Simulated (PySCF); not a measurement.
**Two-dimensional NMR puzzle**

Compound of formula C6H6O2Si. Correlations simulated from computed shifts and the bond graph:

HSQC (one-bond C–H):
```csv
δH,δC
7.70,177.6
2.06,20.4
```

COSY cross peaks (H two or three bonds apart, from the bond graph; peaks can be absent where the dihedral angle is near 90°):
```csv
δH,δH
7.70,2.06
5.14,2.06
```

HMBC (two and three bonds, from the bond graph):
```csv
δH,δC
7.70,"133.0, 90.6, 20.4"
5.14,"177.6, 133.0, 90.6, 20.4"
2.06,"177.6, 133.0"
```

Carbons without hydrogens: δ 159.9, 133.0, 90.6, 90.2.

- GFN2-xTB geometry
- shieldings: GIAO PBE0/pcSseg-1
- code: PySCF
- fast rotation and ring inversion assumed for equivalent nuclei, gas phase, non-relativistic Hamiltonian, one computed conformer

Scale: ¹H, ¹³C vs TMS (reference shieldings calculated alike).

Exchangeable hydrogens are left out of these lists.

Question: Work out the connectivity.

Answer: `InChI=1S/C6H6O2Si/c7-6(8)2-1-5-3-4-9-5/h3H,4,9H2,(H,7,8)`.

Mapped SMILES: `[O:1]=[C:2]([OH:3])[C:4]#[C:5][C:6]1=[CH:7][CH2:8][SiH2:9]1`; H(Xn) means a hydrogen on atom n.

δC 177.6 is C7, an alkene CH (δH 7.70). δC 159.9 is C2, a carboxylic acid carbon. δC 133.0 is C6, a fully substituted alkene carbon. δC 90.6 is C5, an alkyne carbon. δC 90.2 is C4, an alkyne carbon. δC 20.4 is C8, an allylic sp3 CH2 bonded to Si (δH 2.06). HMBC from δH 7.70 reaches the proton-free carbons C6, C5. HMBC from δH 5.14 reaches the proton-free carbons C6, C5. HMBC from δH 2.06 reaches the proton-free carbon C6. COSY links 7.70–2.06, 5.14–2.06.

The data come from this structure; uniqueness wasn't tested.

OH/NH shifts are gas-phase values; hydrogen bonding in solution moves them, usually downfield. Shifts are as computed. Against solution values, carbons near 30 ppm lie about +3 ppm off and those near 130 ppm about +5 ppm. Of 1309 compounds with measured shifts, 239 miss one by over three times the rms of a fit or turn the order of signals round; such compounds aren't used in these exercises. The C=O carbon of an acid or of an amide with N–H lies up to 10 ppm further downfield in solution, through hydrogen bonding that the calculation lacks.
